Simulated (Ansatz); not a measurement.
Frontier orbitals of CH4FNSi (`N=C[SiH2]F`).

```xyz
8

N     0.0316   -1.7306    0.6293
C     0.1586   -0.4879    0.8553
Si   -0.0461    0.8536   -0.4479
F    -0.3872    0.0874   -1.8119
H    -0.1957   -1.9073   -0.3529
H     0.4036   -0.2043    1.8869
H    -1.1704    1.7636   -0.1214
H     1.2057    1.6254   -0.6374
```

Charge 0, multiplicity 1. The structure was optimised at the PBE0-D4/def2-TZVP level. It is one conformer, not always the lowest. Basis def2-TZVPP, Ansatz 0.2.0.

```csv
functional,HOMO (eV),LUMO (eV),gap (eV)
PBE,-6.06,-2.31,3.75
r2SCAN,-6.34,-2.14,4.20
PBE0,-7.50,-1.21,6.29
r2SCANh,-6.88,-1.73,5.15
r2SCAN0,-7.70,-1.12,6.58
LC-ωPBE,-10.25,1.22,11.47
ωB97M-V,-9.82,1.05,10.87
```

From PBE to PBE0 the HOMO moves by −1.44 eV and the LUMO by +1.10 eV, and with ωB97M-V by −3.76 and +3.37 eV, so the gap grows from 3.75 to 10.88 eV with exact exchange. A positive LUMO is unbound and depends on the basis.

LC-ωPBE has ω = 0.4 bohr⁻¹.
